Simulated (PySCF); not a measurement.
A calculated (PBE, PySCF 2.14, aug-cc-pVTZ-DK, scalar relativity by spin-free X2C-1e) atom or ion has these occupied shells.

| shell | electrons | orbital energy (eV) | rms radius, mean of both spins (bohr) |
| --- | --- | --- | --- |
| 1s α | 1 | -17819.4 | 0.0426 |
| 1s β | 1 | -17819.4 | 0.0426 |
| 2s α | 1 | -2487.4 | 0.176 |
| 2s β | 1 | -2487.3 | 0.176 |
| 2p α | 3 | -2221.1 | 0.156 |
| 2p β | 3 | -2221.0 | 0.156 |
| 3s α | 1 | -424.09 | 0.490 |
| 3s β | 1 | -424.02 | 0.490 |
| 3p α | 3 | -337.20 | 0.498 |
| 3p β | 3 | -337.12 | 0.498 |
| 3d α | 5 | -194.46 | 0.497 |
| 3d β | 5 | -194.35 | 0.497 |
| 4s α | 1 | -73.757 | 1.28 |
| 4s β | 1 | -73.084 | 1.28 |
| 4p α | 3 | -51.501 | 1.44 |
| 4p β | 3 | -50.731 | 1.44 |
| 4d α | 1 | -21.490 | 2.05 |
| 5p α | 1 | -14.160 | 3.82 |

(1) Name the element and its charge.

## Answers

(1) Zr²⁺ (zirconium, charge +2), in [Kr] 4d1 5p1, one real determinant (an excited configuration).
